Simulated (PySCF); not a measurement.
Simulated outer-valence photoelectron spectrum of `[SiH3][GeH2][Cl]`. Theory: EOM-IP-CCSD/aug-cc-pVDZ in PySCF, restricted Hartree–Fock reference, frozen core, non-relativistic, gas phase, PBE0-D3(BJ)/def2-SVP geometry.

Each root has a Gaussian of 0.8 eV full width with its one-hole share as area; cross sections and vibrations are left out, and the highest printed point is 100.

```json
{"ionisation energy (eV)": "9.2", "intensity": "0"}
{"ionisation energy (eV)": "9.4", "intensity": "1"}
{"ionisation energy (eV)": "9.6", "intensity": "5"}
{"ionisation energy (eV)": "9.8", "intensity": "15"}
{"ionisation energy (eV)": "10.0", "intensity": "29"}
{"ionisation energy (eV)": "10.2", "intensity": "41"}
{"ionisation energy (eV)": "10.4", "intensity": "44"}
{"ionisation energy (eV)": "10.6", "intensity": "42"}
{"ionisation energy (eV)": "10.8", "intensity": "43"}
{"ionisation energy (eV)": "11.0", "intensity": "44"}
{"ionisation energy (eV)": "11.2", "intensity": "40"}
{"ionisation energy (eV)": "11.4", "intensity": "33"}
{"ionisation energy (eV)": "11.6", "intensity": "32"}
{"ionisation energy (eV)": "11.8", "intensity": "45"}
{"ionisation energy (eV)": "12.0", "intensity": "65"}
{"ionisation energy (eV)": "12.2", "intensity": "85"}
{"ionisation energy (eV)": "12.4", "intensity": "99"}
{"ionisation energy (eV)": "12.6", "intensity": "100"}
{"ionisation energy (eV)": "12.8", "intensity": "94"}
{"ionisation energy (eV)": "13.0", "intensity": "91"}
{"ionisation energy (eV)": "13.2", "intensity": "88"}
{"ionisation energy (eV)": "13.4", "intensity": "73"}
{"ionisation energy (eV)": "13.6", "intensity": "46"}
{"ionisation energy (eV)": "13.8", "intensity": "22"}
{"ionisation energy (eV)": "14.0", "intensity": "7"}
{"ionisation energy (eV)": "14.2", "intensity": "2"}
{"ionisation energy (eV)": "14.4", "intensity": "0"}
{"ionisation energy (eV)": "14.6", "intensity": "0"}
{"ionisation energy (eV)": "14.8", "intensity": "0"}
{"ionisation energy (eV)": "15.0", "intensity": "0"}
{"ionisation energy (eV)": "15.2", "intensity": "0"}
{"ionisation energy (eV)": "15.4", "intensity": "0"}
{"ionisation energy (eV)": "15.6", "intensity": "0"}
{"ionisation energy (eV)": "15.8", "intensity": "0"}
{"ionisation energy (eV)": "16.0", "intensity": "0"}
{"ionisation energy (eV)": "16.2", "intensity": "1"}
{"ionisation energy (eV)": "16.4", "intensity": "3"}
{"ionisation energy (eV)": "16.6", "intensity": "10"}
{"ionisation energy (eV)": "16.8", "intensity": "21"}
{"ionisation energy (eV)": "17.0", "intensity": "33"}
{"ionisation energy (eV)": "17.2", "intensity": "36"}
{"ionisation energy (eV)": "17.4", "intensity": "27"}
{"ionisation energy (eV)": "17.6", "intensity": "15"}
{"ionisation energy (eV)": "17.8", "intensity": "6"}
{"ionisation energy (eV)": "18.0", "intensity": "2"}
{"ionisation energy (eV)": "18.2", "intensity": "0"}
```

Question: Where are the maxima, and how many lines lie under the curve?

Answer: 4 maxima, at 10.4, 11.0, 12.5 and 17.2 eV, from 8 lines. At this width some lines have no maximum of their own.

Question: List the lines with their holes.

Answer: 
```tsv
E (eV)	leading hole (HF orbital)	area	Koopmans (eV)
10.28	HOMO	0.96	10.89
11.06	HOMO-1	0.95	11.93
12.01	HOMO-2	0.95	12.90
12.52	HOMO-4	0.94	13.33
12.53	HOMO-3	0.94	13.32
13.18	HOMO-5	0.94	14.00
13.31	HOMO-6	0.93	14.18
17.15	HOMO-7	0.86	18.75
```

The widest gap, 3.84 eV, lies between 13.31 and 17.15 eV. Only orbitals with −ε under 21 eV, eight at most, were ionised, so the high end of the curve may lack lines.

On one thread, Arm Neoverse V1 (aarch64), shared host with 32 logical CPUs at a one-minute load of 26, this took 2.0 min and 1.8 GiB of memory at its peak.
